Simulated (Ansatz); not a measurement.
C₄H₁₀N (SMILES [CH2]CN(C)C), doublet, geometry from GFN2-xTB. Base run: PBE0/6-31G run with Ansatz (a quantum-chemistry and plane-wave program).

Ansatz was given this input:
Ansatz 0.2 input:
```yaml
crystal:
  periodic: [false, false, false]
  atoms:
    - {symbol: C, position_ang: [-2.00975211, -0.28913162, 0.11266278]}
    - {symbol: C, position_ang: [-0.63611941, -0.81220667, 0.05383904]}
    - {symbol: N, position_ang: [0.32119448, 0.21342614, -0.32854736]}
    - {symbol: C, position_ang: [0.44567725, 1.22413843, 0.70083823]}
    - {symbol: C, position_ang: [1.61089471, -0.34783371, -0.66528017]}
    - {symbol: H, position_ang: [-2.29080289, 0.53338212, -0.51306271]}
    - {symbol: H, position_ang: [-2.75712886, -0.79102040, 0.69395594]}
    - {symbol: H, position_ang: [-0.57188397, -1.60809607, -0.70954823]}
    - {symbol: H, position_ang: [-0.36718185, -1.29180698, 1.01772009]}
    - {symbol: H, position_ang: [1.06680073, 2.03825357, 0.32980609]}
    - {symbol: H, position_ang: [0.89726658, 0.83034078, 1.62654793]}
    - {symbol: H, position_ang: [-0.54331670, 1.61266766, 0.93649639]}
    - {symbol: H, position_ang: [2.27423630, 0.45587406, -0.98200300]}
    - {symbol: H, position_ang: [1.49688682, -1.04748233, -1.49259019]}
    - {symbol: H, position_ang: [2.08255994, -0.87589380, 0.18015010]}
basis:
  gaussian:
    orbitals: 6-31G
hamiltonian:
  xc: pbe0
magnetization: {spin_polarized: true, initial_magnetization: 1}
```

The bond that is stretched is that between atoms 8 and 2. A test that says stable can miss a lower solution.

Each row names what was changed in the base input (with any setting that the change needs).

```csv
change,ΔE vs base (eV),<S^2>,stability test says
base,0.00,0.754,minimum
spin_polarized = on; lower_state_search = off,0.00,0.754,undecided (no full test)
spin_polarized = on; lower_state_search = standard,0.00,0.754,minimum
bond × 1.25,0.69,0.757,minimum
spin_polarized = on; lower_state_search = off; bond × 1.25,0.69,0.757,undecided (no full test)
spin_polarized = on; lower_state_search = standard; bond × 1.25,0.69,0.757,minimum
bond × 1.5,1.74,0.784,minimum
spin_polarized = on; lower_state_search = off; bond × 1.5,1.74,0.784,undecided (no full test)
spin_polarized = on; lower_state_search = standard; bond × 1.5,1.74,0.784,minimum
bond × 1.8,2.57,0.872,minimum
spin_polarized = on; lower_state_search = off; bond × 1.8,2.57,0.872,undecided (no full test)
spin_polarized = on; lower_state_search = standard; bond × 1.8,2.57,0.872,minimum
bond × 2.2,2.94,0.847,minimum
spin_polarized = on; lower_state_search = off; bond × 2.2,2.94,0.847,undecided (no full test)
spin_polarized = on; lower_state_search = standard; bond × 2.2,2.94,0.847,minimum
bond × 3.0,3.01,0.753,minimum
spin_polarized = on; lower_state_search = off; bond × 3.0,3.01,0.753,undecided (no full test)
spin_polarized = on; lower_state_search = standard; bond × 3.0,3.01,0.753,minimum
```

On stretching, the SCF can end on different states; <S^2> shows the spin contamination of each.
